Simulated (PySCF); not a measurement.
Spin states of TaH⁺

Unrestricted PBE0; Ta def2-TZVPPD with ECP60, H def2-TZVPPD; scalar-relativistic core potentials (PySCF 2.14). Outer shells of the fragments: Ta+ 5d3 6s1; H 1s1.

Followed along the bond (rough minima from three points):

| 2Ms+1 | unpaired | ⟨S²⟩ at the start | R at minimum (Å) | Te (eV) |
| --- | --- | --- | --- | --- |
| 4 | σ ↑, π ↑, δ ↑ | 3.77 | 1.73 | 0.00 |
| 4 | σ ↑, π ↑, δ ↑ | 3.76 | 1.73 | 0.09 |
| 4 | π ↑↑, δ ↑ | 3.78 | 1.76 | 0.53 |
| 2 | σ ↑, π ↓, δ ↑ | 1.76 | 1.73 | 0.58 |
| 2 | δ ↑ | 1.63 | 1.74 | 0.60 |
| 4 | σ ↑, π ↑↑ | 3.77 | 1.71 | 0.62 |

Solutions found at the starting distance of 1.780 Å, counted from the lowest of them; the search is not exhaustive and high or unbound solutions are not listed, so other states can lie among these:

```tsv
2Ms+1	unpaired	term	E (eV)	⟨S²⟩	⟨Lz²⟩	μ (D)
4	σ ↑, π ↑, δ ↑	mixed	0.00	3.77	4.66	-1.91
4	σ ↑, π ↑, δ ↑	mixed	0.09	3.76	5.00	-1.84
4	σ ↑, δ ↑↑	⁴Σ⁻	0.09	3.76	0.00	-2.00
4	π ↑↑, δ ↑	⁴Δ	0.51	3.78	4.00	-2.16
2	σ ↑, π ↓, δ ↑	mixed	0.59	1.76	4.53	-1.95
2	δ ↑	mixed	0.60	1.63	4.73	-1.85
4	σ ↑, π ↑↑	⁴Σ⁻	0.64	3.77	0.00	-1.73
2	σ ↓, π ↑, δ ↑	mixed	0.81	1.76	6.26	-1.96
4	π ↑, δ ↑↑	mixed	0.83	3.76	1.39	-2.18
2	σ ↓, π ↑, δ ↑	mixed	1.03	1.68	4.94	-1.84
2	σ ↓, π ↑↑	mixed	1.11	1.76	0.00	-1.81
2	π ↑	mixed	1.27	0.76	1.38	-1.50
2	π ↑↓, δ ↑	mixed	1.32	1.77	6.01	-2.15
2	π ↑↑, δ ↓	mixed	1.34	1.77	4.00	-2.16
```

A term symbol is given only where ⟨S²⟩ and ⟨Lz²⟩ are close to those of a pure state; real π, δ and φ orbitals otherwise mix terms. A positive dipole points towards H; it is taken about the centre of mass and depends on that origin.

Spin–orbit coupling is left out. With d or f electrons several states lie close, and the lowest PBE0 determinant need not be the measured ground state.
